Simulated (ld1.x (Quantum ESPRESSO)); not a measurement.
# Building the ultrasoft potential for Nd (LDA (PZ), fully relativistic).

The input file (ld1.x (Quantum ESPRESSO) 7.5):

```
&input
   title='Nd', zed=60., rel=2, dft='PZ', iswitch=3,
   config='[Xe] 4f3 5d0 6s0 6p0', rel_dist='average',
   nld=7, rlderiv=3.30, eminld=-7.0, emaxld=5.0, deld=0.02
 /
 &inputp
   pseudotype=3, tm=.true., lloc=-1, rcloc=1.95,
   nlcc=.false.,
   which_augfun='PSQ', rmatch_augfun_nc=.true.,
   file_pseudopw='Nd.UPF', file_wfcaegen='ae.wfc', file_wfcncgen='nc.wfc', file_beta='beta', file_chi='chi', file_wfcusgen='us.wfc'
 /
8
5S  1  0   2.00   0.00  1.80  2.10  0.0
6S  2  0   0.00   0.00  1.80  2.10  0.0
5P  2  1   6.00   0.00  2.65  3.05  0.0
6P  3  1   0.00   0.00  2.65  3.05  0.0
5D  3  2   0.00   0.00  2.15  2.65  0.0
5D  3  2   0.00   0.50  2.15  2.65  0.0
4F  4  3   3.00   0.00  1.00  1.30  0.0
4F  4  3   0.00   2.20  1.00  1.30  0.0
 &test
   configts(1)='4f3 5s2 5p6 5d0 6s0 6p0'
 /
```

Command:

```bash
ld1.x < Nd.in > Nd.out
```

The program printed (shortened: banner, matrices, multipoles, cross overlaps and the repeated all-electron block are left out):

```
Program LD1 v.7.5
     --------------------------- All-electron run ----------------------------

     Nd
     dirac relativistic calculation

     atomic number is 60.00
     dft =PZ   lsd =0 sic =0 latt =0  beta=0.20 tr2=1.0E-14
     Exchange-correlation= PZ
                           (   1   1   0   0   0   0   0)
     mesh =1257 r(mesh) = 100.04854 a.u. xmin = -7.00 dx = 0.01250
     1 Ry =  13.60569312 eV, c = 137.03599908

     n l j   nl                  e(Ry)          e(Ha)          e(eV)
     Spin orbit split results
     1 0 0.5 1S 1( 2.00)     -3186.1903     -1593.0952    -43350.3276
     2 0 0.5 2S 1( 2.00)      -517.1024      -258.5512     -7035.5366
     2 1 0.5 2P 1( 2.00)      -489.5158      -244.7579     -6660.2021
     2 1 1.5 2P 1( 4.00)      -451.3414      -225.6707     -6140.8126
     3 0 0.5 3S 1( 2.00)      -113.9801       -56.9900     -1550.7780
     3 1 0.5 3P 1( 2.00)      -102.1785       -51.0893     -1390.2099
     3 1 1.5 3P 1( 4.00)       -94.5630       -47.2815     -1286.5950
     4 0 0.5 4S 1( 2.00)       -24.4535       -12.2267      -332.7067
     4 1 0.5 4P 1( 2.00)       -19.9961        -9.9981      -272.0610
     4 1 1.5 4P 1( 4.00)       -18.3246        -9.1623      -249.3193
     3 2 1.5 3D 1( 4.00)       -73.9390       -36.9695     -1005.9908
     3 2 2.5 3D 1( 6.00)       -72.2915       -36.1457      -983.5754
     5 0 0.5 5S 1( 2.00)        -4.9687        -2.4843       -67.6020
     5 1 0.5 5P 1( 2.00)        -3.7202        -1.8601       -50.6165
     5 1 1.5 5P 1( 4.00)        -3.4671        -1.7335       -47.1717
     4 2 1.5 4D 1( 4.00)       -10.9806        -5.4903      -149.3988
     4 2 2.5 4D 1( 6.00)       -10.6837        -5.3419      -145.3594
     4 3 2.5 4F 1( 1.29)        -2.3044        -1.1522       -31.3534
     4 3 3.5 4F 1( 1.71)        -2.2702        -1.1351       -30.8879
     5 2 1.5 5D 1( 0.00)        -1.7997        -0.8999       -24.4862
     5 2 2.5 5D 1( 0.00)        -1.7728        -0.8864       -24.1205
     6 0 0.5 6S 1( 0.00)        -1.5677        -0.7839       -21.3298
     6 1 0.5 6P 1( 0.00)        -1.2368        -0.6184       -16.8278
     6 1 1.5 6P 1( 0.00)        -1.1854        -0.5927       -16.1285
     Averaged results
     1 0     1S 1( 2.00)     -3186.1903     -1593.0952    -43350.3276
     2 0     2S 1( 2.00)      -517.1024      -258.5512     -7035.5366
     2 1     2P 1( 6.00)      -464.0662      -232.0331     -6313.9425
     3 0     3S 1( 2.00)      -113.9801       -56.9900     -1550.7780
     3 1     3P 1( 6.00)       -97.1015       -48.5508     -1321.1333
     4 0     4S 1( 2.00)       -24.4535       -12.2267      -332.7067
     4 1     4P 1( 6.00)       -18.8818        -9.4409      -256.8998
     3 2     3D 1(10.00)       -72.9505       -36.4752      -992.5416
     5 0     5S 1( 2.00)        -4.9687        -2.4843       -67.6020
     5 1     5P 1( 6.00)        -3.5515        -1.7757       -48.3200
     4 2     4D 1(10.00)       -10.8025        -5.4012      -146.9752
     4 3     4F 1( 3.00)        -2.2849        -1.1424       -31.0874
     5 2     5D 1( 0.00)        -1.7836        -0.8918       -24.2668
     6 0     6S 1( 0.00)        -1.5677        -0.7839       -21.3298
     6 1     6P 1( 0.00)        -1.2026        -0.6013       -16.3616

     final scf error:  9.3E-15 reached in  35 iterations

     Etot =  -19243.044800 Ry,   -9621.522400 Ha, -261814.962303 eV

     Ekin =   20749.805914 Ry,   10374.902957 Ha,  282315.491622 eV
     Encl =  -46906.841417 Ry,  -23453.420709 Ha, -638200.089694 eV
     Eh   =    7344.325654 Ry,    3672.162827 Ha,   99924.641046 eV
     Exc  =    -430.334951 Ry,    -215.167475 Ha,   -5855.005278 eV

     normalization and overlap integrals

     s(1S/1S) =  1.000000  <r> =   0.0236  <r2> =    0.0008  r(max) =   0.0151
     s(2S/2S) =  1.000000  <r> =   0.1006  <r2> =    0.0120  r(max) =   0.0857
     s(2P/2P) =  1.000000  <r> =   0.0843  <r2> =    0.0088  r(max) =   0.0651
     s(2P/2P) =  1.000000  <r> =   0.0907  <r2> =    0.0100  r(max) =   0.0702
     s(3S/3S) =  1.000000  <r> =   0.2663  <r2> =    0.0812  r(max) =   0.2449
     s(3P/3P) =  1.000000  <r> =   0.2559  <r2> =    0.0761  r(max) =   0.2301
     s(3P/3P) =  1.000000  <r> =   0.2684  <r2> =    0.0835  r(max) =   0.2419
     s(4S/4S) =  1.000000  <r> =   0.6066  <r2> =    0.4156  r(max) =   0.5659
     s(4P/4P) =  1.000000  <r> =   0.6225  <r2> =    0.4411  r(max) =   0.5730
     s(4P/4P) =  1.000000  <r> =   0.6508  <r2> =    0.4818  r(max) =   0.5949
     s(3D/3D) =  1.000000  <r> =   0.2396  <r2> =    0.0677  r(max) =   0.1931
     s(3D/3D) =  1.000000  <r> =   0.2435  <r2> =    0.0698  r(max) =   0.1980
     s(5S/5S) =  1.000000  <r> =   1.4345  <r2> =    2.3086  r(max) =   1.3076
     s(5P/5P) =  1.000000  <r> =   1.5916  <r2> =    2.8573  r(max) =   1.4094
     s(5P/5P) =  1.000000  <r> =   1.6687  <r2> =    3.1390  r(max) =   1.4816
     s(4D/4D) =  1.000000  <r> =   0.6979  <r2> =    0.5652  r(max) =   0.6100
     s(4D/4D) =  1.000000  <r> =   0.7079  <r2> =    0.5813  r(max) =   0.6176
     s(4F/4F) =  1.000000  <r> =   0.9658  <r2> =    1.1970  r(max) =   0.6493
     s(4F/4F) =  1.000000  <r> =   0.9754  <r2> =    1.2218  r(max) =   0.6493
     s(5D/5D) =  1.000000  <r> =   2.2403  <r2> =    5.7256  r(max) =   1.9025
     s(5D/5D) =  1.000000  <r> =   2.2702  <r2> =    5.8770  r(max) =   1.9506
     s(6S/6S) =  1.000000  <r> =   3.2385  <r2> =   11.6740  r(max) =   3.0212
     s(6P/6P) =  1.000000  <r> =   3.7013  <r2> =   15.2981  r(max) =   3.4235
     s(6P/6P) =  1.000000  <r> =   3.8396  <r2> =   16.4630  r(max) =   3.5990

     ------------------------ End of All-electron run ------------------------

     --------------------- Generating US pseudopotential ---------------------

      Generating local potential from pseudized AE potential:
      Matching radius rcloc =   1.9500

      Local pseudo, rcloc= 1.926 Estimated cut-off energy=     6.28 Ry

     Fully relativistic calculation: |psi|^2

     Wfc 5S LC norm =  0.99976241 SC norm =  0.00023757 missing  0.00000002

     Wfc 6S LC norm =  0.99994219 SC norm =  0.00005541 missing  0.00000240

     Wfc 5P LC norm =  0.99980676 SC norm =  0.00019320 missing  0.00000003

     Wfc 5P LC norm =  0.99982303 SC norm =  0.00017684 missing  0.00000013

     Wfc 6P LC norm =  0.99995338 SC norm =  0.00004622 missing  0.00000039

     Wfc 6P LC norm =  0.99995592 SC norm =  0.00003982 missing  0.00000426

     Wfc 5D LC norm =  0.99990233 SC norm =  0.00009756 missing  0.00000010

     Wfc 5D LC norm =  0.99990475 SC norm =  0.00009363 missing  0.00000162

     Wfc 4F LC norm =  0.99958396 SC norm =  0.00041604 missing  0.00000000

     Wfc 4F LC norm =  0.99959011 SC norm =  0.00040984 missing  0.00000005
      Wfc-us  5S rcutus= 2.076  Estimated cut-off energy=    12.50 Ry
      Wfc-us  6S rcutus= 2.076  Estimated cut-off energy=    24.70 Ry
      Wfc-us  5P rcutus= 3.021  Estimated cut-off energy=     9.81 Ry
      Wfc-us  5P rcutus= 3.021  Estimated cut-off energy=     9.72 Ry
      Wfc-us  6P rcutus= 3.021  Estimated cut-off energy=     7.74 Ry
      Wfc-us  6P rcutus= 3.021  Estimated cut-off energy=     7.57 Ry
      Wfc-us  5D rcutus= 2.666  Estimated cut-off energy=    16.41 Ry
      Wfc-us  5D rcutus= 2.666  Estimated cut-off energy=    16.37 Ry
      Wfc-us  5D rcutus= 2.666  Estimated cut-off energy=    29.45 Ry
      Wfc-us  5D rcutus= 2.666  Estimated cut-off energy=    29.26 Ry
      Wfc-us  4F rcutus= 1.291  Estimated cut-off energy=    94.68 Ry
      Wfc-us  4F rcutus= 1.291  Estimated cut-off energy=    94.63 Ry
      Wfc-us  4F rcutus= 1.291  Estimated cut-off energy=   162.85 Ry
      Wfc-us  4F rcutus= 1.291  Estimated cut-off energy=   162.55 Ry

     Q pseudized with Bessel functions
     Expected ecutrho=     582.6968 due to l1=  3   l2=  3

     ------------------- End of pseudopotential generation -------------------

     Computing logarithmic derivative in   3.31821
     Computing logarithmic derivative in   3.31821
     Computing the partial wave expansion
     R is outside the sphere for l=    0 j= 0.50
     R is outside the sphere for l=    0 j= 0.50
     R is outside the sphere for l=    1 j= 0.50
     R is outside the sphere for l=    1 j= 0.50
     R is outside the sphere for l=    1 j= 1.50
     R is outside the sphere for l=    1 j= 1.50
     R is outside the sphere for l=    2 j= 1.50
     R is outside the sphere for l=    2 j= 1.50
     R is outside the sphere for l=    2 j= 2.50
     R is outside the sphere for l=    2 j= 2.50
     R is outside the sphere for l=    3 j= 2.50
     R is outside the sphere for l=    3 j= 2.50
     R is outside the sphere for l=    3 j= 3.50
     R is outside the sphere for l=    3 j= 3.50

     ---------------------- Testing the pseudopotential ----------------------

     Nd
     dirac relativistic calculation

     atomic number is 60.00   valence charge is 14.00
     dft =PZ   lsd =0 sic =0 latt =0  beta=0.20 tr2=1.0E-14
     mesh =1257 r(mesh) = 100.04854 xmin = -7.00 dx = 0.01250

     n l  j  nl             e AE (Ry)       e PS (Ry)    De AE-PS (Ry)
     4 3 2.5 4F   1( 1.29)       -2.30443       -2.30443       -0.00000
     4 3 3.5 4F   1( 1.71)       -2.27022       -2.27022        0.00000
     1 0 0.5 5S   1( 2.00)       -4.96865       -4.96865       -0.00000
     2 1 0.5 5P   1( 2.00)       -3.72025       -3.72025       -0.00000
     2 1 1.5 5P   1( 4.00)       -3.46706       -3.46706       -0.00000
     3 2 1.5 5D   1( 0.00)       -1.79970       -1.79970        0.00000
     3 2 2.5 5D   1( 0.00)       -1.77283       -1.77283        0.00000
     2 0 0.5 6S   1( 0.00)       -1.56771       -1.56771       -0.00000
     3 1 0.5 6P   1( 0.00)       -1.23682       -1.23682       -0.00000
     3 1 1.5 6P   1( 0.00)       -1.18543       -1.18543        0.00000

     eps = 5.8E-15  iter =  4

     Etot =  -19243.044800 Ry,   -9621.522400 Ha, -261814.962303 eV
     Etotps =  -110.070246 Ry,     -55.035123 Ha,   -1497.581994 eV

     Ekin =      37.630975 Ry,      18.815488 Ha,     511.995500 eV
     Encl =    -223.566923 Ry,    -111.783462 Ha,   -3041.782951 eV
     Ehrt =      75.594364 Ry,      37.797182 Ha,    1028.513722 eV
     Ecxc =     -11.688986 Ry,      -5.844493 Ha,    -159.036761 eV
     Epseu=      11.960324 Ry,       5.980162 Ha,     162.728497 eV

     ---------------------- End of pseudopotential test ----------------------
```

The ghost test of this file was not conclusive. Its overlap operator is not positive definite in a basis up to 400 Ry (lowest eigenvalue d3/2 -0.02), so the file is unfit for use: the generalised eigenproblem breaks down once the basis is large enough, and its test numbers describe a broken file.

Generation and configuration tests took about 2.4 s on one core of a shared server CPU.
